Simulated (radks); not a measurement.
Charge is removed step by step from the 5s1/2 level of the promethium ion Pm2+, starting from [Xe] 4f5. All-electron calculation, Dirac Kohn-Sham, LDA (Slater exchange, Perdew-Wang correlation), spin-unpolarised, spherical densities, point nucleus; open shells are shared between the two j in proportion to 2j + 1. Program: a radial shooting solver on a logarithmic mesh with Libxc functionals.

\begin{tabular}{lrrr}
removed (e) & E - E(0) (eV) & eigenvalue (eV) & E minus straight line (eV) \\ \hline
0 & 0.000 & -55.202 & 0.000 \\
0.125 & 7.001 & -56.824 & -0.728 \\
0.25 & 14.207 & -58.464 & -1.252 \\
0.375 & 21.618 & -60.122 & -1.569 \\
0.5 & 29.238 & -61.794 & -1.679 \\
0.625 & 37.067 & -63.482 & -1.579 \\
0.75 & 45.109 & -65.183 & -1.267 \\
0.875 & 53.364 & -66.898 & -0.741 \\
1 & 61.834 & -68.625 & 0.000 \\
\end{tabular}

Removing the whole electron costs 61.834 eV by Delta-SCF, against 55.202 eV from minus the eigenvalue at the starting occupation. Slater's transition state (half an electron removed) gives 61.794 eV. Integrating minus the eigenvalue over the occupation (Janak's theorem) gives 61.834 eV. The mean slope of the eigenvalue, de/dn, is 13.4 eV per electron.
